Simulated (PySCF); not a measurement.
J couplings in GaH2(tBu)

Cartesian coordinates in Å; atom numbers follow the order of the lines, from 1:
```xyz
16

Ga    0.978    1.719    0.013
H     2.553    1.795    0.093
H     0.136    3.055   -0.017
C     0.009   -0.031   -0.011
C    -0.776   -0.121    1.301
C     0.983   -1.201   -0.120
C    -0.967   -0.043   -1.189
H    -1.362   -1.060    1.336
H    -0.116   -0.127    2.186
H    -1.490    0.711    1.418
H     1.701   -1.222    0.716
H     1.568   -1.168   -1.053
H     0.439   -2.165   -0.109
H    -0.450    0.011   -2.162
H    -1.684    0.793   -1.144
H    -1.557   -0.980   -1.192
```

Method: PBE/pcJ-1 (pcSseg-1 on Ga) (without the spin–dipole term)//PBE0-D3(BJ)/def2-SVP, PySCF 2.14; isolated molecule, single conformer, non-relativistic. Couplings are averaged over pairs made equivalent by symmetry, fast rotation or ring inversion, so a value needn't be that of the named pair in this geometry, while other rotamers aren't included; one pair stands for each set, and the list holds those of at least 0.8 Hz over up to four bonds.

Isotopes: ¹³C, ¹H.

| pair | bonds | J (Hz) |
| --- | --- | --- |
| C4, C5 | 1 | 27.8 |
| C5, H8 | 1 | 120.0 |
| H2, H3 | 2 | ? |
| H2, C4 | 2 | ? |
| C4, H8 | 2 | -2.0 |
| H8, H9 | 2 | -12.2 |
| C5, H11 | 3 | 6.3 |

Estimate the withheld couplings, with signs.

Answers


- ²J(H2,H3) = 38.0 Hz (angle at Ga1 119°)
- ²J(H2,C4) = 15.4 Hz (angle at Ga1 122°)

Relativistic effects of the heavier atoms present are left out.
